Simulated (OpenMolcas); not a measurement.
Levels of Ca II by method

```yaml
Program: OpenMolcas 26.06
Basis: ANO-RCC-VDZP [5s4p1d]
Scalar_Hamiltonian: DKH4, point nucleus
Active_space: 1 electron in 8 orbitals (4s 4p 5s 5p)
State_averaging: 2S+1 = 2 even, 1 root; 2S+1 = 2 odd, 3 roots
Spin-orbit_coupling: state interaction with AMFI integrals over the reference wave functions, term energies averaged over their components
```

Methods on the same reference wave functions:
A. CASSCF
B. SS-CASPT2, IPEA 0.25 Eh, imaginary shift 0.1 Eh (closed shells correlated: 3s 3p)

Energies in cm-1 above 4s 2S 1/2, the measured ground level; measured values from NIST Handbook of Basic Atomic Spectroscopic Data.

| Level | A | B | Measured |
| --- | --- | --- | --- |
| 4s 2S 1/2 | 0.0 | 0.0 | 0.0 |
| 4p 2P* 1/2 | 23802 | 25697 | 25192 |
| 4p 2P* 3/2 | 23951 | 25847 | 25414 |

Deviations, from unrounded energies. A percentage is the sum of absolute deviations over the sum of measured energies, with the sign that they share, or ± where signs differ.

```json
{"Against measurement": "mean absolute deviation (cm-1)", "Levels": "2", "A": "1400", "B": "470"}
{"Against measurement": "other configurations (%)", "Levels": "2", "A": "-5.6", "B": "+1.9"}
```

B lies closest to measurement on these levels. The largest miss of B in the table is 4p 2P* 1/2, by +510 cm-1. The ranking rests on the paired levels alone, and a cruder setting can come out closer through cancelling errors.

The lowest spin-free term lies below A's lowest term by 0.167 hartree in B.

With one active electron outside closed inactive shells, the extra shells (5p 5s) add no correlation to the reference. ANO sets are built for ground and valence states and can reach diffuse excited orbitals poorly. With one active electron the reference holds no correlation, so core polarisation is missing (holds for A). With one active electron, CASPT2 adds the correlation within the correlated inactive shells and between them and that electron, and leaves the splitting within a term as the reference gives it (holds for B). Measured partners are found by configuration, term and J. A level has none where our copy of the source lacks it or the pairing is in doubt (some pairs that miss far off the trend of their configuration count as doubtful), and it then counts in no deviation. Only configurations of the active space appear.

* marks odd parity.
